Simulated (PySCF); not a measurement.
SiFCl₂Br, SMILES F[Si](Cl)(Cl)Br. Atoms are numbered in the order given.

```xyz
5

F     -0.6734    -1.8784     0.0000
Si    -0.4662    -0.2859     0.0000
Cl    -1.3447     0.4697    -1.6610
Cl    -1.3447     0.4697     1.6610
Br     1.6660     0.1411     0.0000
```
Charge 0, spin multiplicity 1.

Geometry: ωB97X-D3(BJ)/def2-SVP.

Calculation: PySCF with ωB97X/def2-TZVP.

ESP charges are fitted to the potential on shells at 1.4 to 2.0 van der Waals radii. Atomic charges (e):

| atom | Löwdin | meta-Löwdin | Mulliken | ESP fit |
|---|---|---|---|---|
| F1 | 0.02 | … | -0.27 | -0.07 |
| Si2 | -0.91 | … | 0.68 | 0.01 |
| Cl3 | 0.30 | … | -0.15 | 0.02 |
| Cl4 | 0.30 | … | -0.15 | 0.02 |
| Br5 | 0.28 | … | -0.11 | 0.03 |

### Question
Complete the blanks. (The exact figures need the calculation; the answer reports its results.)

### Answer

- F1, meta-Löwdin: -0.49
- Si2, meta-Löwdin: 1.19
- Cl3, meta-Löwdin: -0.25
- Cl4, meta-Löwdin: -0.25
- Br5, meta-Löwdin: -0.20

Computed Mayer and Wiberg (Löwdin basis) orders of the bonds:
```tsv
bond	Mayer	Wiberg
F1–Si2	1.15	1.73
Si2–Cl3	1.26	1.90
Si2–Cl4	1.26	1.90
Si2–Br5	1.27	1.86
```
